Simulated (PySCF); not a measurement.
# Spinor energies of Sc⁺ (scandium, charge +1)

Start: [Ar] 4s2. Calculated with PySCF 2.14 in x2c-TZVPall-2c with one added diffuse shell each of s, p, d type (7s8p5d1f, 63 functions): generalised Hartree-Fock with the X2C-1e Hamiltonian and a Gaussian nucleus; one run each with spin-orbit coupling (SO) switched off, then screened by Boettger's factors. This is a chosen level, not necessarily the ground level.

```
spinor shell  electrons  ε, spin-free (eV)  ε, screened SO (eV)  weight of nominal j (screened SO)  rms radius, screened SO (bohr)
       1s1/2          2            -4552.7              -4552.7                              1.000                          0.0844
       2s1/2          2            -538.36              -538.36                              1.000                           0.370
       2p1/2          2            -440.88              -444.10                              1.000                           0.338
       2p3/2          4            -440.88              -439.29                              1.000                           0.341
       3s1/2          2            -83.655              -83.654                              1.000                            1.13
       3p1/2          2            -55.381              -55.766                              1.000                            1.23
       3p3/2          4            -55.381              -55.191                              1.000                            1.24
       4s1/2          2            -13.318              -13.318                              1.000                            3.49
```

```
   quantity   spin-free  screened SO
E (hartree)  -763.00232   -763.00697
        M_J           0            0
       ⟨J²⟩       0.000        0.000
       ⟨L²⟩       0.000        0.000
       ⟨S²⟩       0.000        0.000
```

Without spin-orbit coupling the j labels of p, d and f shells carry no meaning; the spin-free column gives the mean over the occupied spinors of each nl shell.
